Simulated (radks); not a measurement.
Hf V, configuration [Kr] 4d10 4f14 5s1 5p6 6p1 (not the ground configuration).

Calculated with a radial shooting solver on a logarithmic mesh with Libxc functionals: non-relativistic Kohn-Sham, SCAN, spin-polarised, spherical densities, point nucleus; open shells are filled with parallel spins first (spin-orbit coupling, left out, can overturn this in heavy ions); meta-GGA in the generalised Kohn-Sham scheme; relativity is left out, which matters for an element this heavy.

Energy parts (eV):
total: -389686.10
kinetic: 389584.59
electron-nucleus: -924638.10
Hartree: 153330.90
exchange-correlation: -7963.49

Orbitals (lengths in bohr, moments of r in powers of bohr):
| orbital | occ. | eigenvalue (eV) | <1/r> |
|---|---|---|---|
| 1s up | 1 | -60327.37 | 71.45 |
| 1s down | 1 | -60327.19 | 71.45 |
| 2s up | 1 | -9913.465 | 16.75 |
| 2s down | 1 | -9913.278 | 16.75 |
| 2p up | 3 | -9487.075 | 16.76 |
| 2p down | 3 | -9486.899 | 16.76 |
| 3s up | 1 | -2287.980 | 6.428 |
| 3s down | 1 | -2287.925 | 6.428 |
| 3p up | 3 | -2090.455 | 6.364 |
| 3p down | 3 | -2090.355 | 6.364 |
| 3d up | 5 | -1723.907 | 6.275 |
| 3d down | 5 | -1723.760 | 6.275 |
| 4s up | 1 | -492.5248 | 2.755 |
| 4s down | 1 | -492.4043 | 2.754 |
| 4p up | 3 | -410.5001 | 2.657 |
| 4p down | 3 | -410.3476 | 2.656 |
| 4d up | 5 | -262.6277 | 2.452 |
| 4d down | 5 | -262.4023 | 2.452 |
| 4f up | 7 | -73.8676 | 1.983 |
| 4f down | 7 | -73.4604 | 1.987 |
| 5s up | 1 | -105.5019 | 1.087 |
| 5p up | 3 | -81.7264 | 0.9855 |
| 5p down | 3 | -80.2023 | 0.9852 |
| 6p up | 1 | -30.1453 | 0.4177 |

The highest occupied level is 6p up at -30.145 eV. Spin moment in Bohr magnetons: 2. The density falls to 0.001 e/bohr^3 at r = 4.06 bohr. The spin density at the nucleus is 115.0 e/bohr^3 (1s 0.3, 2s 0.0, 3s 0.4, 4s 0.6, 5s 113.8). Virial ratio -V/T = 2.00026. The electron density at the nucleus is 2.668e+05 e/bohr^3. Summed over all electrons, <r^2> = 37.39 bohr^2, which gives a Langevin (diamagnetic) susceptibility term of -29.6 x 10^-6 cm^3/mol.

Empty levels of this run are not shown, since the potential may be unsettled where no density lies.
